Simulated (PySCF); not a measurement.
Several structures and their simulated spectra, in scrambled order.

A. `CP1CCP(N)CC1`
B. `InChI=1S/C8H11F3/c9-8(10,11)4-7-5-1-2-6(7)3-5/h5-7H,1-4H2/t5-,6+,7+`
C. SMILES C=C(C)/C(C)=C(\C)C#CC

Spectrum 1. $^{1}$H NMR (300 MHz, computed): δ 5.40 (br s, 1H), 4.88 (br s, 1H), 2.26 (s, 3H), 2.16 (s, 3H), 2.08 (s, 3H), 1.93 (s, 3H). $^{13}$C{$^{1}$H} NMR (computed): δ 154.3 (C), 152.1 (C), 121.6 (CH2), 121.3 (C), 101.0 (C), 87.7 (C), 25.2 (CH3), 24.3 (CH3), 23.5 (CH3), 6.0 (CH3).

Spectrum 2. $^{1}$H NMR (300 MHz, computed): δ 2.32 (m, 2H), 2.30 (m, 2H), 1.95 (m, 1H), 1.78 (m, 2H), 1.73 (m, 2H), 1.58 (m, 1H), 0.92 (m, 1H). $^{13}$C{$^{1}$H} NMR (computed): δ 136.8 (C), 47.5 (CH), 43.3 (CH), 36.9 (CH2), 36.1 (CH2), 30.3 (CH2).

Spectrum 3. $^{1}$H NMR (300 MHz, computed): δ 2.00 (m, 4H), 1.76 (m, 4H), 0.74 (m, 3H), -0.07 (br s, 2H). $^{13}$C{$^{1}$H} NMR (computed): δ 32.4 (CH2), 27.1 (CH2), 19.0 (CH3).

- GFN2-xTB structure
- shieldings: GIAO PBE0/pcSseg-1
- code: PySCF 2.14
- equivalent nuclei averaged, gas phase, no relativistic terms, one conformer

Chemical shifts δ = σref − σ; $^{1}$H (σref 31.72) and $^{13}$C (σref 186.93) vs TMS, all at this level. Splittings of carbon signals by F and P are missing where no couplings were computed. Where no couplings were computed, multiplicities follow the n + 1 count of equivalent neighbours, and m marks all less simple cases (inequivalent or close neighbours, rings, F or P nearby). Shifts are as computed. Against solution values, carbons near 30 ppm lie about +3 ppm off and those near 130 ppm about +5 ppm. Of 1211 compounds with measured shifts, 218 miss one by over three times the rms of a fit or turn the order of signals round; such compounds aren't used in these exercises. OH and NH positions are gas-phase values without hydrogen bonding to other molecules.

Q: Match each spectrum to its structure.

A: 1–C, 2–B, 3–A.

- Spectrum 1 (C): 10 $^{13}$C signals; δC 154.3 is a fully substituted alkene carbon; δC 152.1 is a fully substituted alkene carbon.
- Spectrum 2 (B): 6 $^{13}$C signals; δC 136.8 is a CF3 carbon; δC 47.5 is an sp3 CH in a ring.
- Spectrum 3 (A): 3 $^{13}$C signals; δH -0.07 is the hydrogen on a nitrogen bonded to P; δC 32.4 is an sp3 CH2 bonded to P.
